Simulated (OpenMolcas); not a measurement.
Pd2+ (d8) among equal point charges was computed by CASSCF with the d shell active (OpenMolcas, ANO-RCC-VTZP on the metal). Its lowest spin-free states, and all those of the highest spin:

```json
{"2S+1": "3", "Degeneracy": "2", "E (cm-1)": "0.0"}
{"2S+1": "3", "Degeneracy": "1", "E (cm-1)": "983.9"}
{"2S+1": "3", "Degeneracy": "1", "E (cm-1)": "2049"}
{"2S+1": "3", "Degeneracy": "2", "E (cm-1)": "5081"}
{"2S+1": "3", "Degeneracy": "1", "E (cm-1)": "6416"}
{"2S+1": "1", "Degeneracy": "1", "E (cm-1)": "7843"}
{"2S+1": "1", "Degeneracy": "1", "E (cm-1)": "11299"}
{"2S+1": "1", "Degeneracy": "2", "E (cm-1)": "13648"}
{"2S+1": "1", "Degeneracy": "1", "E (cm-1)": "13688"}
{"2S+1": "1", "Degeneracy": "1", "E (cm-1)": "14722"}
{"2S+1": "3", "Degeneracy": "1", "E (cm-1)": "15663"}
{"2S+1": "1", "Degeneracy": "1", "E (cm-1)": "17485"}
{"2S+1": "3", "Degeneracy": "2", "E (cm-1)": "23672"}
```

Problem. Is the site octahedral, tetrahedral or cube-like, axial, or of lower symmetry?

Solution. The states with 2S+1 = 3 have orbital degeneracies 2, 1, 1, 2, 1, 1, 2. There are pairs but no triples, so the site is axial: not cubic, but with a proper or improper axis of order three or more. The run had Pd2+ among 5 point charges of -2 e arranged as a square pyramid (C4v), 2.27 Å from the ion, with the axial distance 2.679 Å.

An orbital doublet at a regular site is open to a Jahn-Teller distortion, which this geometry leaves out. Without dynamic correlation the repulsion within the d shell is too large (B by tens of per cent), so at a given field states of lower spin stand too high. Real 4d8 and 5d8 ions are as a rule square planar and diamagnetic. This shell can be high or low spin here, a state of another spin lies low, and with metal d orbitals alone active their balance is uncertain, so the ground spin may be wrong. Point charges give a weaker field than real ligands, and real ions of this kind are as a rule low spin; the high spin found here belongs to the model. Point charges carry no covalency, so the field is a model and not that of real ligands. An unlabelled pair can be two single states that coincide in this model. No measured value stands beside these numbers.
